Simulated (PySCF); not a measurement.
Positional isomers: propene formyl. Isolated molecules, 0 K electronic values unless said otherwise. One relaxed conformer stands for each flexible species; it need not be the lowest. Strings in code marks are SMILES.

The T1 excitation (TDA) from two functionals at the same geometries (B3LYP-D3(BJ)/def2-TZVP), both in PySCF: PBE-D3(BJ)/def2-TZVP and B3LYP-D3(BJ)/def2-TZVP. B3LYP has the VWN-RPA correlation part, as in Gaussian. Excitations are Tamm–Dancoff values on a coarser integration grid. The basis has no diffuse functions, so Rydberg states are missing or too high.

| species | PBE-D3(BJ)/def2-TZVP (eV) |
|---|---|
| `C=C(C)C=O` (C–C–C–O torsion 180°) | 2.84 |
| `C=CCC=O` (C–C–C–C torsion -120°, C–C–C–O torsion 131°) | 3.42 |
| `C/C=C/C=O` (C–C–C–O torsion 0°) | 2.68 |
| `C/C=C\C=O` (C–C–C–O torsion 1°) | 2.56 |

### Question
What does B3LYP-D3(BJ)/def2-TZVP give for each?

### Answer

- `C=C(C)C=O` (C–C–C–O torsion 180°): 3.20
- `C=CCC=O` (C–C–C–C torsion -120°, C–C–C–O torsion 131°): 3.63
- `C/C=C/C=O` (C–C–C–O torsion 0°): 3.06
- `C/C=C\C=O` (C–C–C–O torsion 1°): 2.95
Over these rows, drawn at random from the members with no instability flagged (it was tested for open shells, ions and some series alone), PBE minus B3LYP-D3(BJ): mean -0.33 eV, from -0.38 eV to -0.21 eV.
